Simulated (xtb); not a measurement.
InClI₂, SMILES [In]([Cl])([I])[I]. All values are semi-empirical tight-binding results from xtb (GFN2-xTB unless named), good for trends rather than for accurate numbers. Geometry: GFN2-xTB. The structure was generated by enumeration; whether it is a known compound was not checked.

For metal compounds this method's bond lengths and energies can be far off.

Computed properties:
```
Quantity                                        Value
-------------------------------------  --------------
point group as xtb finds it                       C2v
orbital gap                                   2.76 eV
zero-point energy                        1.4 kcal/mol
G − E(el) at 298.15 K (modified RRHO)  -21.4 kcal/mol
```
